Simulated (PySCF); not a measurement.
Spin-rotation constants: SMILES C[PH2+]c1ccccc1, [C$_{7}$H$_{10}$P]+, charge +1

Molfile (atoms numbered from 1):
```
C7H10P
     RDKit          3D

 18 18  0  0  0  0  0  0  0  0999 V2000
   -2.7960    0.6331   -0.0606 C   0  0  0  0  0  0  0  0  0  0  0  0
   -1.6768   -0.7462   -0.3763 P   0  0  0  0  0  0  0  0  0  0  0  0
    0.0480   -0.3523   -0.1019 C   0  0  0  0  0  0  0  0  0  0  0  0
    0.8115    0.1631   -1.1506 C   0  0  0  0  0  0  0  0  0  0  0  0
    2.1348    0.4935   -0.9237 C   0  0  0  0  0  0  0  0  0  0  0  0
    2.6909    0.3131    0.3347 C   0  0  0  0  0  0  0  0  0  0  0  0
    1.9303   -0.2027    1.3744 C   0  0  0  0  0  0  0  0  0  0  0  0
    0.6055   -0.5378    1.1641 C   0  0  0  0  0  0  0  0  0  0  0  0
   -3.8292    0.3338   -0.2431 H   0  0  0  0  0  0  0  0  0  0  0  0
   -2.6898    0.9572    0.9769 H   0  0  0  0  0  0  0  0  0  0  0  0
   -2.5388    1.4681   -0.7159 H   0  0  0  0  0  0  0  0  0  0  0  0
   -1.8607   -1.1723   -1.6716 H   0  0  0  0  0  0  0  0  0  0  0  0
   -2.0497   -1.8041    0.4206 H   0  0  0  0  0  0  0  0  0  0  0  0
    0.3728    0.2951   -2.1302 H   0  0  0  0  0  0  0  0  0  0  0  0
    2.7343    0.8880   -1.7290 H   0  0  0  0  0  0  0  0  0  0  0  0
    3.7248    0.5701    0.5048 H   0  0  0  0  0  0  0  0  0  0  0  0
    2.3714   -0.3478    2.3481 H   0  0  0  0  0  0  0  0  0  0  0  0
    0.0078   -0.9456    1.9677 H   0  0  0  0  0  0  0  0  0  0  0  0
  1  2  1  0
  2  3  1  0
  3  4  2  0
  4  5  1  0
  5  6  2  0
  6  7  1  0
  7  8  2  0
  8  3  1  0
  1  9  1  0
  1 10  1  0
  1 11  1  0
  2 12  1  0
  2 13  1  0
  4 14  1  0
  5 15  1  0
  6 16  1  0
  7 17  1  0
  8 18  1  0
M  CHG  1   2   1
M  END
```

Theory: GIAO B3LYP/pcSseg-1 magnetisability, rotational g tensor and spin-rotation constants, non-relativistic, gas phase in PySCF. Geometry: GFN2-xTB.

For an ion the centre-of-mass motion in the field is neglected.

(1) Give the nuclear spin-rotation constants along the inertial axes (H = +C I·J) beside the isotropic shieldings.

(2) How do the rotational constants and the g tensor change when H9, H10, H11, H12, H13, H14, H15, H16, H17, H18 are replaced by deuterium?

## Answers

(1) Rotational constants 4.0616, 1.0482, 0.9304 GHz. A star marks the isotopologue with that one atom substituted, in its own axes.
```csv
atom,isotope,Caa (kHz),Cbb (kHz),Ccc (kHz),mean (kHz),σ (ppm)
P2,31P,5.566,1.634,1.445,2.882,351.0
H9,1H,0.007,-0.143,-0.107,-0.081,29.6
H10,1H,-0.488,-0.053,-0.070,-0.204,29.4
H11,1H,-0.488,-0.052,-0.071,-0.204,29.4
H12,1H,-0.422,-0.014,-0.069,-0.169,25.5
H13,1H,-0.422,-0.014,-0.070,-0.169,25.5
H14,1H,-0.241,0.046,-0.112,-0.103,24.0
H15,1H,-0.240,0.052,-0.104,-0.097,23.5
H16,1H,0.444,-0.125,-0.098,0.074,23.3
H17,1H,-0.239,0.052,-0.104,-0.097,23.5
H18,1H,-0.242,0.046,-0.112,-0.103,24.0
C1,13C*,0.460,0.145,0.127,0.244,172.8
C3,13C*,1.854,0.297,0.121,0.757,69.1
C4,13C*,1.584,0.503,0.109,0.732,42.9
C5,13C*,1.650,0.496,0.102,0.750,41.7
C6,13C*,2.104,0.416,0.104,0.875,33.9
```
For the geometry as given, no vibrational averaging.

(2) Constants 3.2334, 0.9094, 0.8023 GHz; g -0.0307, -0.0032, 0.0243, against -0.0390, -0.0035, 0.0284 before.
